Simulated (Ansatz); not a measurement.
Molecule: CH₅BNO, charge 0, multiplicity 2. It need not be the lowest isomer of its formula. 
Coordinates optimised at B3LYP-D3(BJ)/def2-TZVP (Ansatz, a quantum-chemistry and plane-wave program):
```xyz
9

C     -1.4016     0.4122    -0.2224
O     -0.6209    -0.5076     0.5459
B      0.7220    -0.5658     0.4446
N      1.5494     0.2088    -0.3745
H     -2.4456     0.2586     0.0420
H     -1.2745     0.2310    -1.2930
H     -1.1239     1.4445     0.0065
H      1.2186     0.9261    -1.0059
H      2.5470     0.0947    -0.3836
```
Charge 0, spin multiplicity 2.

Total electronic energies in hartree. Correlated levels leave the core frozen unless marked. UHF or UKS for open shells. Spin-orbit coupling is left out. Non-relativistic unless marked X2C. Basis-set limits of correlation are two-point, X^-3; Hartree-Fock from the larger set. [CCSD(T)-MP2]/basis is that difference in the basis named.

```csv
level,program,energy (Eh)
HF/6-31G*,Ansatz,-194.78739
HF/cc-pVTZ,Ansatz,-194.87138
PBE/def2-TZVPD,Ansatz,-195.77986
revPBE-D4/def2-TZVPD,Ansatz + dftd4,-195.98033
PBE0/def2-SVP,Ansatz,-195.56921
PBE0-D3(BJ)/def2-TZVPD,Ansatz + dftd3,-195.79915
PBE0/def2-QZVPP,Ansatz,-195.80775
BHLYP-D3(BJ)/def2-TZVPD,Ansatz + dftd3,-195.92550
BHLYP-D4/def2-TZVPD,Ansatz + dftd4,-195.92414
BHLYP/def2-TZVPD,Ansatz,-195.91886
r2SCANh/def2-TZVPD,Ansatz,-195.90699
CAM-B3LYP/def2-TZVPD,Ansatz,-195.93809
B2GP-PLYP/def2-TZVPD,Ansatz,-195.82675
B2PLYP-D4/def2-TZVPD,Ansatz + dftd4,-195.86890
MP2/cc-pVQZ,Ansatz,-195.63568
RI-MP2/cc-pVTZ,Ansatz,-195.57070
SCS-MP2/6-31G,Ansatz,-195.06584
SCS-MP2/cc-pVDZ,Ansatz,-195.35521
CCSD/cc-pVDZ,Ansatz,-195.40122
X2C-CCSD(T)/cc-pVTZ-DK,Ansatz,-195.72759
"RI-MP2/CBS(cc-pVTZ,cc-pVQZ)+[CCSD(T)-MP2]/cc-pVDZ",Ansatz,-195.7243
"RI-MP2/CBS(cc-pVTZ,cc-pVQZ)+[CCSD(T)-MP2]/cc-pVQZ",Ansatz,-195.7226
"CCSD(T)/CBS(cc-pVTZ,cc-pVQZ)",Ansatz,-195.7198
```

Totals of different functionals don't rank their quality; only differences between species are comparable.
